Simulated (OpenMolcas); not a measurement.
S II: CASPT2 settings compared

- Program: OpenMolcas
- Basis: ANO-R1 [4s3p1d]
- Scalar Hamiltonian: X2C, finite nucleus
- Active space: 3 electrons in 3 orbitals (3p)
- State averaging: 2S+1 = 4 odd, 1 root; 2S+1 = 2 odd, 8 roots kept (CI in the orbitals of an earlier block)
- Spin-orbit coupling: RASSI with atomic mean-field integrals over the reference wave functions, term energies averaged over their components

Methods on the same reference wave functions:
A. CASSCF
B. SS-CASPT2, IPEA 0.3 Eh, imaginary shift 0.25 Eh (closed shells correlated: 2s 2p 3s)
C. SS-CASPT2, IPEA 0.5 Eh, sigma2 regulariser 0.1 Eh (closed shells correlated: 2s 2p 3s)
D. SS-CASPT2, IPEA 0.35 Eh, real shift 0.5 Eh (closed shells correlated: 3s)

Energies in cm-1 above 3s2 3p3 4S* 3/2, the measured ground level; measured values from NIST Handbook of Basic Atomic Spectroscopic Data.

```tsv
Level	A	B	C	D	Measured
3s2 3p3 4S* 3/2	0.0	0.0	0.0	0.0	0.0
3s2 3p3 2D* 3/2	19211	17200	16920	17330	14853
3s2 3p3 2D* 5/2	19231	17220	16950	17350	14885
3s2 3p3 2P* 1/2	32047	27830	27550	28150	24525
3s2 3p3 2P* 3/2	32073	27860	27580	28180	24572
```

Deviations, from unrounded energies. A percentage is the sum of absolute deviations over the sum of measured energies, with the sign that they share, or ± where signs differ.

```csv
Against measurement,Levels,A,B,C,D
mean absolute deviation (cm-1),4,5900,2800,2500,3000
other terms of the ground configuration (%),4,+30.1,+14.3,+12.9,+15.4
```

C lies closest to measurement on these levels and A furthest from it. The largest miss of C in the table is 3s2 3p3 2P* 1/2, by +3000 cm-1. The ranking rests on the paired levels alone, and a cruder setting can come out closer through cancelling errors.

Among B to D the level of the table that moves most is 3s2 3p3 2P* 1/2, by 600 cm-1 (lowest in C, highest in D). Moves below CASPT2's spread within the term are not significant.

From A to B the spin-free energies of the other terms of 3s2 3p3 shown, above 4S*, scale by factors of 0.87 to 0.90.

The lowest spin-free term lies below A's lowest term by 0.074 hartree in B, 0.068 hartree in C, 0.062 hartree in D.

CASPT2 does not keep the components of a term degenerate, so their means are used; among the terms shown or strongly mixed into the levels shown the widest spread is 290 cm-1 (3s2 3p3 2P*, C). Terms from blocks run as CI alone lack orbitals of their own. With the s shell closed, the reference lacks s² → p² mixing. Without dynamic correlation excited terms often stand tens of per cent too high (terms of higher spin than the ground term too low), and those without a measured partner can miss by more than the paired ones (holds for A). Some terms miss by over 15 % even with CASPT2, which points to a basis or an active space too small for the shells correlated (holds for B; D). Computed and measured levels are paired by configuration, term and J; levels that our copy of the source lacks, or whose pairing is in doubt (as where it misses far off the trend of its configuration), stay unpaired and out of the deviations. Levels of configurations outside the active space are missing.

* marks odd parity.
